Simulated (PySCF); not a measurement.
## Relaxation of quartet NiF3

Method: UPBE/[Ni def2-SVP, F def2-SVP], no relativity, density fitting, PySCF. A (50,194) grid was used.

A start displaced from a saddle point along its imaginary mode, of Cs symmetry, held to at least that symmetry:

Coordinates in bohr (charge 0 multiplicity 4):
```
Ni    0.1212    0.0000   -0.0784
F    -0.2268    0.0000    3.2510
F     2.8892    0.0000   -1.5990
F    -3.0321    0.0000   -1.4129
```

Optimiser trace:
```csv
step,E − E(last) (kJ/mol),largest gradient (Eh/bohr)
0,9.04,0.04899
1,0.50,0.00431
2,0.14,0.00121
3,0.00,0.00061
4,0.00,0.00021
```

It ends at C2v with Ni–F 1.733 Å, Ni–F 1.753 Å (×2); F–Ni–F 111.3°, F–Ni–F 124.4° (×2) (after a last refinement on a finer grid). No frequency check is given, so it may be a saddle point.

With open d or f shells other occupations or spin states may lie lower.
